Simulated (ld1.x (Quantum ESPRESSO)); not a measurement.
## tin (Sn): one change to a TM potential, before and after

- Element: tin
- Generator: ld1.x (Quantum ESPRESSO) 7.5
- Type: norm-conserving Troullier–Martins (Kleinman–Bylander form)
- Functional: LDA (PZ)
- Relativity: scalar-relativistic
- Frozen core: [Kr] 4d10
- Valence charge: 4
- Reference configuration: 5s2 5p0.5 (charge +1.5)
- Partial waves: 5s (bound): rc 1.55 bohr; 5p (bound): rc 2.10 bohr
- Local potential: the p channel
- Core correction: none

Change: reference 5s2 5p2.

Cutoffs: the cutoffs (Ry, on a coarse ladder) from which the occupation-weighted sum of valence levels, in a spherical-Bessel basis at the reference potential, stays within 10 and 1 mRy of its value at 400 Ry; they do not see the model core or the augmentation charge, which bear on the density cutoff. Errors are all-electron minus pseudo energies relative to the spin-unpolarised reference configuration.

Task: What does the change do?

Result: The potential gets softer (45 Ry and 100 Ry → 35 Ry and 100 Ry); neither file shows a bound ghost.

| quantity | base | changed |
| --- | --- | --- |
| cutoff, loose | 45 Ry | 35 Ry |
| cutoff, tight | 100 Ry | 100 Ry |
| loose cutoff by channel (10 mRy a level) | s 30 Ry, p 8 Ry | s 30 Ry, p 6 Ry |
| bound ghosts | none | none |
| largest error over its own tests, meV | +220 | +339 |
| s: phases at 2.30 bohr within 0.05 rad from the reference energy up to (Ry; the scan ends near 5) | 0.1 | 0.6 |
| p: phases at 2.30 bohr within 0.05 rad from the reference energy up to (Ry; the scan ends near 5) | 2.9 | 3.6 |
